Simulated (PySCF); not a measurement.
Computed structure and properties of [La(OH)2]+

System: [La(OH)2]+ (singlet); start: template (C2). Method: PySCF 2.14.0, RKS PBE0, La def2-SVP with ECP46, O def2-SVP, H def2-SVP; non-relativistic Hamiltonian with scalar-relativistic core potentials where named; density fitting; no spin-orbit coupling.

Input of the relaxation:

```python
mol = gto.M(atom='''
La     0.00000    -0.00000    -0.18166
O      2.05630    -0.00000     0.73854
H      3.01590    -0.09060     0.79764
O     -2.05630     0.00000     0.73854
H     -3.01590     0.09060     0.79764''',
    basis={'La': 'def2-SVP', 'O': 'def2-SVP', 'H': 'def2-SVP'},
    ecp={'La': 'def2-SVP'},
    charge=1, spin=0)
mf = dft.RKS(mol, xc='PBE0')
mf.grids.atom_grid = (50, 194)  # f atoms: unpruned, at least (60, 302)
mf = mf.density_fit()  # fitting sets: La def2-universal-JKFIT, O def2-universal-JKFIT, H def2-universal-JKFIT
mf.conv_tol = 1e-08; mf.max_cycle = 55
mf.kernel(dm0)  # dm0: converged density of the start geometry
# quasi-Newton relaxation in Cartesian coordinates to a largest gradient under 0.00045 Eh/bohr, steps kept in the point group
```

Run from Python with OMP_NUM_THREADS=2; the lines above give its settings. Where DIIS fails, smearing, a level shift and second-order steps follow.
It took 2.9 min on 2 threads of Intel(R) Xeon(R) Processor @ 2.50GHz (Skylake/Cascade Lake), with other jobs on the host, from the converged density of the start.

Course of the relaxation:

```tsv
step	energy above end (eV)	largest force component within the symmetry (eV/Å)
0	0.8129	2.290
1	0.4367	0.734
2	0.2913	0.882
3	0.2512	1.425
4	0.1240	0.838
5	0.0776	0.372
6	0.0576	1.184
7	0.0213	0.182
8	0.0107	0.190
9	0.0065	0.311
10	0.0029	0.153
11	0.0006	0.051
12	0.0002	0.028
13	0.0001	0.019
14	0.0000	0.017
```

Relaxed geometry (C2v):

```xyz
5

La    0.0000    0.0000   -0.6791
O     1.7047   -0.0354    0.5264
H     2.3305   -0.0470    1.2585
O    -1.7047    0.0354    0.5264
H    -2.3305    0.0470    1.2585
```

```json
{"contact": "La1–O2 (OH)", "Å": "2.088"}
{"contact": "La1–O4 (OH)", "Å": "2.088"}
```

On the finer grid (75, 302):

The HOMO is -13.16 eV, the LUMO is -6.45 eV and the dipole about the centre of mass is 2.83 D. The set of Mulliken populations of La1 outside the core potential is s 2.09, p 6.07, d 1.26, f 0.17 and the D3(BJ) dispersion energy (not in the energies) is -0.071 eV.

```
atom  Mulliken (e)  Löwdin (e)  spin (e)
 La1          1.41        1.12      0.00
  O2         -0.43       -0.18      0.00
  H3          0.23        0.12      0.00
  O4         -0.43       -0.18      0.00
  H5          0.23        0.12      0.00
```

On the grid (50, 194), as all that follows. Harmonic modes: a minimum; lowest 129 cm⁻¹ (negative: unstable), highest 3926 cm⁻¹, zero-point energy 0.695 eV.

Taking off one OH (charge -1, singlet; the rest: singlet) in vacuum, both parts rigid, costs 16.79 eV; the small basis without counterpoise inflates it. Most of it is the attraction of opposite charges; other ways to part are cheaper, and one spin state was tried for the rest.

Rigid scan of OH along the line from its metal:

distance to O2 (Å), energy (eV) and a bar:
```
     1.79      1.710 #########
     1.89      0.660 ####
     1.99      0.144 #
     2.09      0.000 
     2.19      0.109 #
     2.29      0.384 ##
     2.49      1.196 ######
     2.79      2.591 ##############
     3.19      4.216 #######################
     3.69      5.613 ##############################
```

One start shape was tried, so this needn't be the lowest isomer.
